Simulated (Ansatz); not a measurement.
Born–Oppenheimer molecular dynamics of C₂H₈OSi₂ (13 atoms, charge 0, multiplicity 1). It starts from a relaxed structure.

The calculation used Ansatz 0.2.0, RKS B3LYP/STO-3G.

- ensemble: NVT, Nosé–Hoover chain
- time step: 0.5 fs
- steps asked: 538
- set temperature: 500 K
- thermostat: time constant 20 fs, chain length 1
- seed: 57156

First frame:

```xyz
13
Properties=species:S:1:pos:R:3
O -1.779 1.214 0.524
Si -0.404 0.241 0.168
Si 0.001 -1.244 1.815
C 0.021 -0.110 -1.595
C 0.952 0.941 -0.874
H -1.856 1.833 -0.288
H 1.176 -2.019 1.493
H -1.111 -2.152 1.980
H 0.228 -0.574 3.074
H -0.590 0.292 -2.411
H 0.500 -1.051 -1.881
H 0.891 1.963 -1.264
H 1.991 0.631 -0.725
```

Q: How far do the bonds stretch over the last three quarters of this one trajectory? (Pairs bonded in most of those frames.)

A: 
| bond | mean (Å) | spread (Å) | shortest | longest |
| --- | --- | --- | --- | --- |
| O1–Si2 | 1.725 | 0.033 | 1.64 | 1.80 |
| O1–H6 | 1.025 | 0.008 | 1.00 | 1.04 |
| Si2–Si3 | 2.258 | 0.050 | 2.19 | 2.36 |
| Si2–C4 | 1.857 | 0.070 | 1.70 | 2.05 |
| Si2–C5 | 1.861 | 0.062 | 1.73 | 1.95 |
| Si3–H7 | 1.450 | 0.039 | 1.35 | 1.55 |
| Si3–H8 | 1.448 | 0.025 | 1.40 | 1.50 |
| Si3–H9 | 1.450 | 0.036 | 1.38 | 1.53 |
| C4–C5 | 1.588 | 0.042 | 1.50 | 1.68 |
| C4–H10 | 1.099 | 0.023 | 1.05 | 1.15 |
| C4–H11 | 1.100 | 0.024 | 1.05 | 1.15 |
| C5–H12 | 1.101 | 0.029 | 1.04 | 1.17 |
| C5–H13 | 1.101 | 0.025 | 1.04 | 1.17 |

Mean temperature of the second half: 486 K. The conserved energy stayed within 0.51 meV per atom of its start (net change 0.035 meV per atom), so the integration is sound. A run of 0.27 ps of so small a system gives no equilibrium averages. Limits of this set-up: minimal basis.

Time of the run: 26 min on 1 thread of Arm Neoverse V1, on a shared host, peak memory 0.11 GiB.
